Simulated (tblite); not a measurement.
C₅H₂NO (doublet state).
SMILES with atom numbers: `[CH:1]#[C:2][c:3]1[cH:4][n:5][c:6][o:7]1` (hydrogens: H8 on C1; H9 on C4)

The geometry is computed with GFN2-xTB (gas phase). This method treats the open shell by occupation alone, without spin polarisation.

Task: What internal coordinates does the optimisation give?

Result: 
| bond | length (bohr) | order |
| --- | --- | --- |
| C1≡C2 | 2.273 | triple |
| C2–C3 | 2.639 | single |
| C3–C4 | 2.594 | aromatic |
| C4–N5 | 2.596 | aromatic |
| N5–C6 | 2.411 | aromatic |
| C6–O7 | 2.474 | aromatic |
| C3–O7 | 2.616 | aromatic |
| C1–H8 | 1.982 | single |
| C4–H9 | 2.022 | single |

Orders are formal, as drawn. A selection of angles:
| angle | degrees |
| --- | --- |
| C2–C1–H8 | 178.3 |
| C1–C2–C3 | 178.3 |
| C2–C3–C4 | 132.7 |
| C2–C3–O7 | 120.5 |
| C4–C3–O7 | 106.7 |
| C3–C4–N5 | 108.3 |
| C3–C4–H9 | 130.1 |
| N5–C4–H9 | 121.5 |
| C4–N5–C6 | 104.3 |
| N5–C6–O7 | 116.9 |
| C3–O7–C6 | 103.8 |

The 5-membered ring C3–C4–N5–C6–O7 has internal angles of 103.8° to 116.9° (sum 540°, against 540° for a flat polygon); it is planar, 0.00 Å rms from its mean plane, widest ring torsion 0°. C4 (carbon bonded to C, N and H) is planar (angles 130.1°, 121.5° and 108.3°, sum 360.0°, 0.00 Å off the plane of its three neighbours). The 7 heavy atoms lie in one plane (0.001 Å rms). The 2 C–N bonds span 1.276 Å (N5–C6, aromatic) to 1.374 Å (C4–N5, aromatic), a spread of 0.098 Å. The 3 C–C bonds span 1.203 Å (C1≡C2, drawn triple) to 1.397 Å (C2–C3, drawn single), a spread of 0.194 Å. The 2 C–O bonds span 1.309 Å (C6–O7, aromatic) to 1.384 Å (C3–O7, aromatic), a spread of 0.075 Å. C3 (carbon bonded to 2 C and O) is planar (angles 132.7°, 120.5° and 106.7°, sum 360.0°, 0.00 Å off the plane of its three neighbours).

Point group: Cs (every atom within 0.08 Å of its image). Its GFN2-xTB frequencies are all real (lowest 144 cm⁻¹).

Time: under 0.1 s of wall time. Hardware: one thread, Arm Neoverse V2 (aarch64), no GPU, on a shared host. That covers the optimisation of the geometry.
